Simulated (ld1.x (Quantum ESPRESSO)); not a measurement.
Reading a pseudo-wave (V)

Columns: radius, all-electron u(r) and pseudo u(r) of the 3s shell (level -69.83 eV) of vanadium in the configuration [Ne] 3s2 3p6 3d3 4s2 4p0; LDA (PZ), scalar-relativistic, TM scheme, ld1.x (Quantum ESPRESSO) 7.5.

```csv
r (bohr),all-electron,pseudo
0.080,0.0630,0.1373
0.160,-0.5060,0.2731
0.240,-0.5769,0.4061
0.320,-0.2975,0.5346
0.400,0.1028,0.6569
0.480,0.4836,0.7702
0.560,0.7830,0.8713
0.640,0.9859,0.9558
0.720,1.0999,1.0186
0.800,1.1421,1.0551
0.880,1.1309,1.0619
0.960,1.0831,1.0390
1.040,1.0124,0.9896
1.120,0.9289,0.9197
1.200,0.8402,0.8376
1.280,0.7515,0.7511
1.360,0.6660,0.6659
1.440,0.5858,0.5858
1.520,0.5121,0.5121
1.600,0.4455,0.4455
1.680,0.3858,0.3858
1.760,0.3328,0.3328
1.840,0.2863,0.2863
1.920,0.2456,0.2456
2.000,0.2102,0.2102
2.080,0.1795,0.1795
```

Problem. How many radial nodes do the two functions have?

Solution. The all-electron 3s function has n − l − 1 = 2; the pseudo-wave has 0, since the states of the same l below it are removed with the core.

Problem. At about which radius was the pseudo-wave matched?

Solution. 1.45 bohr. The columns agree to 0.0005 from 1.28 bohr on; several derivatives are matched, so the curves merge somewhat inside the radius.

Problem. Is the pseudo-wave norm-conserving?

Solution. Yes: the TM scheme keeps the norm inside the radius equal to the all-electron one, which fixes the energy derivative of the logarithmic derivative at the level.
